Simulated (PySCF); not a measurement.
PySCF 2.14 output of an unrestricted LDA calculation on a single atom or ion in aug-cc-pVTZ-PP with ECP60MDF (6s6p5d3f2g, 88 functions), with scalar relativity through the core potential:

```
SCF conv_tol = 1e-09
number electrons alpha = 10  beta = 5
    P. A. M. Dirac.,  Math. Proc. Cambridge Philos. Soc. 26, 376 (1930)
    F. Bloch.,  Z. Phys. 57, 545 (1929)
    S. H. Vosko, L. Wilk, and M. Nusair.,  Can. J. Phys. 58, 1200 (1980)
cycle= 1 E= -78.2621052718881  delta_E= -0.00751  |g|= 0.082  |ddm|= 0.199
cycle= 2 E= -78.2585300519274  delta_E= 0.00358  |g|= 0.122  |ddm|= 0.176
cycle= 3 E= -78.2658325052791  delta_E= -0.0073  |g|= 0.00457  |ddm|= 0.0967
cycle= 4 E= -78.2658463106903  delta_E= -1.38e-05  |g|= 9.38e-05  |ddm|= 0.00573
cycle= 5 E= -78.2658463191086  delta_E= -8.42e-09  |g|= 2.98e-05  |ddm|= 0.000277
cycle= 6 E= -78.2658463197867  delta_E= -6.78e-10  |g|= 8.14e-06  |ddm|= 5.03e-05
converged SCF energy = -78.2658463197867  <S^2> = 8.7535083  2S+1 = 6.0011693
```

The run itself started from symmetry-adapted Hartree-Fock orbitals and held the occupation by maximum overlap, on a logarithmic radial grid, so the iterations belong to that start.

**Question.** Which element, charge and spin multiplicity is this?

**Answer.** Re (rhenium, neutral), multiplicity 6; the state was [Xe] 4f14 5d6 6s1, high-spin 6D determinant (an excited configuration).

Energies and moments cover only the electrons outside the core potential. Spin-orbit coupling, absent here, splits the open shell strongly.
